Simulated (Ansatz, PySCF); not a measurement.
This triplet is an excited state, 2.07 eV above the relaxed singlet at the level B3LYP-D3(BJ)/def2-TZVP (PySCF).

Calculation: B3LYP-D3(BJ)/def2-TZVP in Ansatz (a program for electronic structure). No frequencies were computed at this level.

Ansatz 0.2 input:
```yaml
crystal:
  periodic: [false, false, false]
  atoms:
    - { symbol: C, position_ang: [-0.845121, -0.439135, -0.250082] }
    - { symbol: C, position_ang: [-0.210599, 0.707259, 0.032135] }
    - { symbol: Ge, position_ang: [1.71771, 0.809693, 0.499893] }
    - { symbol: F, position_ang: [2.229044, -0.948908, 0.415435] }
    - { symbol: H, position_ang: [-0.35399, -1.394998, -0.243792] }
    - { symbol: H, position_ang: [-1.896231, -0.427555, -0.498385] }
    - { symbol: H, position_ang: [-0.640812, 1.693644, 0.044797] }
basis:
  gaussian: { orbitals: def2-tzvp }
hamiltonian:
  xc: b3lyp
  dispersion: d3bj
relax:
  max_steps: 150
magnetization:
  spin_polarized: true
  initial_magnetization: 2
```

Output:

```
Functional definition: B3LYP
1037 factors; their error is unknown
mean field evaluation 1: about -61339.5116 eV, gradient 6.0e1 eV
mean field evaluation 2: about -61207.7769 eV, gradient 1.4e2 eV
mean field evaluation 4: about -61355.7063 eV, gradient 2.8e1 eV
mean field evaluation 8: about -61358.9371 eV, gradient 3.7e-1 eV
mean field evaluation 16: about -61359.1506 eV, gradient 3.3e-3 eV
mean field -61359.15059897 eV, -2254.9071937861 hartree, gradient 1.7e-5 eV, S^2 2.008430; 0 other end points of the search recorded, 0 dependent functions left out
reference -61359.15081506 eV, -2254.9072017272 hartree; 29, 27 occupied and 130, 132 virtual orbitals, 1037 factors
relax step   1: F+E_penalty+E_count = -61359.39945940 eV  Δ(F+E_penalty+E_count) = +0.000e0 eV  max|allowed force component| = 1.567e0 eV/Å  Δτ_max = 0.0000 Å  (39 SCF iters, accepted)
these checks for a lower state are left out or cut short: starts, cluster_reference, orbital_swaps, neighbouring_geometries, increment
1037 factors; their error is unknown
mean field -61359.21544298 eV, -2254.9095767595 hartree, gradient 3.1e-5 eV, S^2 2.008168; 0 other end points of the search recorded, 0 dependent functions left out
reference -61359.21565947 eV, -2254.9095847154 hartree; 29, 27 occupied and 130, 132 virtual orbitals, 1037 factors
relax step   2: F+E_penalty+E_count = -61359.46332845 eV  Δ(F+E_penalty+E_count) = -6.387e-2 eV  max|allowed force component| = 8.222e-1 eV/Å  Δτ_max = 0.1333 Å  (38 SCF iters, accepted)
these checks for a lower state are left out or cut short: starts, cluster_reference, orbital_swaps, neighbouring_geometries, increment
1037 factors; their error is unknown
mean field evaluation 32: about -61359.0169 eV, gradient 1.3e0 eV
mean field -61359.23593751 eV, -2254.9103299196 hartree, gradient 1.9e-5 eV, S^2 2.008342; 0 other end points of the search recorded, 0 dependent functions left out
reference -61359.23615371 eV, -2254.9103378648 hartree; 29, 27 occupied and 130, 132 virtual orbitals, 1037 factors
relax step   3: F+E_penalty+E_count = -61359.48442516 eV  Δ(F+E_penalty+E_count) = -2.110e-2 eV  max|allowed force component| = 2.868e-1 eV/Å  Δτ_max = 0.0242 Å  (41 SCF iters, accepted)
these checks for a lower state are left out or cut short: starts, cluster_reference, orbital_swaps, neighbouring_geometries, increment
1037 factors; their error is unknown
mean field -61359.23953196 eV, -2254.9104620130 hartree, gradient 2.5e-5 eV, S^2 2.008680; 0 other end points of the search recorded, 0 dependent functions left out
reference -61359.23974801 eV, -2254.9104699530 hartree; 29, 27 occupied and 130, 132 virtual orbitals, 1037 factors
relax step   4: F+E_penalty+E_count = -61359.48821291 eV  Δ(F+E_penalty+E_count) = -3.788e-3 eV  max|allowed force component| = 1.465e-1 eV/Å  Δτ_max = 0.0165 Å  (40 SCF iters, accepted)
these checks for a lower state are left out or cut short: starts, cluster_reference, orbital_swaps, neighbouring_geometries, increment
1037 factors; their error is unknown
mean field -61359.24030207 eV, -2254.9104903143 hartree, gradient 1.5e-5 eV, S^2 2.008978; 0 other end points of the search recorded, 0 dependent functions left out
reference -61359.24051815 eV, -2254.9104982549 hartree; 29, 27 occupied and 130, 132 virtual orbitals, 1037 factors
relax step   5: F+E_penalty+E_count = -61359.48886346 eV  Δ(F+E_penalty+E_count) = -6.505e-4 eV  max|allowed force component| = 2.001e-2 eV/Å  Δτ_max = 0.0075 Å  (41 SCF iters, accepted)
these checks for a lower state are left out or cut short: starts, cluster_reference, orbital_swaps, neighbouring_geometries, increment
1037 factors; their error is unknown
mean field -61359.24047730 eV, -2254.9104967538 hartree, gradient 1.2e-5 eV, S^2 2.008957; 0 other end points of the search recorded, 0 dependent functions left out
reference -61359.24069346 eV, -2254.9105046975 hartree; 29, 27 occupied and 130, 132 virtual orbitals, 1037 factors
relax step   6: F+E_penalty+E_count = -61359.48890545 eV  Δ(F+E_penalty+E_count) = -4.198e-5 eV  max|allowed force component| = 1.093e-2 eV/Å  Δτ_max = 0.0058 Å  (41 SCF iters, accepted)
these checks for a lower state are left out or cut short: starts, cluster_reference, orbital_swaps, neighbouring_geometries, increment
1037 factors; their error is unknown
mean field evaluation 64: about -61359.2406 eV, gradient 7.9e-6 eV
mean field -61359.24055981 eV, -2254.9104997860 hartree, gradient 7.9e-6 eV, S^2 2.008966; 0 other end points of the search recorded, 0 dependent functions left out
reference -61359.24077601 eV, -2254.9105077313 hartree; 29, 27 occupied and 130, 132 virtual orbitals, 1037 factors
relax step   7: F+E_penalty+E_count = -61359.48891409 eV  Δ(F+E_penalty+E_count) = -8.641e-6 eV  max|allowed force component| = 4.473e-3 eV/Å  Δτ_max = 0.0025 Å  (30 SCF iters, accepted)
1037 factors; their error is unknown
mean field -61359.24055981 eV, -2254.9104997860 hartree, gradient 8.6e-6 eV, S^2 2.008966; 1 other end points of the search recorded, 0 dependent functions left out
reference -61359.24077601 eV, -2254.9105077313 hartree; 29, 27 occupied and 130, 132 virtual orbitals, 1037 factors
Total energy: -61359.48913029 eV, -2254.9196345826 hartree
Atom 0 at    -0.860380    -0.425124    -0.252351 Å, force     0.001123     0.004473     0.000779 eV/Å
Atom 1 at    -0.213095     0.708032     0.031668 Å, force    -0.000819    -0.002881    -0.000629 eV/Å
Atom 2 at     1.685530     0.725791     0.482041 Å, force    -0.001305     0.000798    -0.000244 eV/Å
Atom 3 at     2.351369    -0.911081     0.449680 Å, force     0.000381    -0.000493     0.000061 eV/Å
Atom 4 at    -0.381688    -1.395107    -0.251593 Å, force     0.000457    -0.001610    -0.000048 eV/Å
Atom 5 at    -1.917150    -0.394242    -0.498330 Å, force    -0.000217     0.000013    -0.000064 eV/Å
Atom 6 at    -0.664584     1.691732     0.038887 Å, force     0.000381    -0.000299     0.000146 eV/Å
Dipole moment:    -0.323334     0.354870    -0.035252 e Å
```

Cost: very roughly 50 core-seconds.
